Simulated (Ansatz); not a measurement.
`[Cl][GaH][Br]` → `[Cl][Ga][Br]`• + H• at 600 K and 1 bar (homolysis of the Ga–H bond).

Computed with Ansatz on PBE0-D4/def2-TZVP structures; ΔE is electronic, products minus reactants. CCSD(T)/CBS adds triple-zeta CCSD(T) − MP2 to the extrapolated MP2 energy (def2 sets, frozen cores). This one scheme is used for every species, atoms too. Open shells (•) are unrestricted, without spin–orbit coupling. For Br, Ga outer-core shells are correlated without core-valence functions, so the limit isn't a true one: a few kJ/mol of doubt a bond, and 10 to 20 or more in all where bonds break to atoms. Scalar relativity is left out up to krypton.

| species | CCSD(T)/CBS energy (Eh) | H − E (kJ/mol) | S (J/(mol·K)) |
| --- | --- | --- | --- |
| `[Cl][GaH][Br]` | -4957.74201 | 59.3 | 365.8 |
| `[Cl][Ga][Br]`• | -4957.10855 | 35.5 | 359.4 |
| H• | -0.50000 | 12.5 | 129.3 |

H − E and S are ideal-gas, rigid-rotor, harmonic terms from PBE0-D4/def2-TZVP, with the whole ground term of open shells counted as degenerate. 1 Eh = 2625.50 kJ/mol, R = 8.31446 J/(mol·K).

Question: By hand: ΔE, ΔH, ΔS and ΔG.

Answer: ΔE = (-4957.10855) + (-0.50000) − (-4957.74201) = 0.13346 Eh = 350.4 kJ/mol. Δ(H − E) = 35.5 + 12.5 − 59.3 = -11.3, so ΔH = 339.1 kJ/mol. ΔS = 359.4 + 129.3 − 365.8 = 122.9 J/(mol·K). ΔG = 339.1 − 600 × (122.9)/1000 = 265.4 kJ/mol.

Question: By hand: the equilibrium constant, and the temperature at which ΔG would vanish if ΔH and ΔS stayed fixed.

Answer: log₁₀ K = −ΔG/(RT ln 10) = -23.1. ΔG = 0 at ΔH/ΔS = 2759 K, far beyond where these terms or the molecules hold.

The number of gas molecules changes by +1, which sets the sign of ΔS. A doubt of 5 kJ/mol in ΔE shifts log₁₀ K by 0.4 here. These are equilibria of isolated gas molecules and say nothing of rates. Largest T1 diagnostic: 0.013 (customary marks: 0.02 for closed shells, 0.045 for open ones).
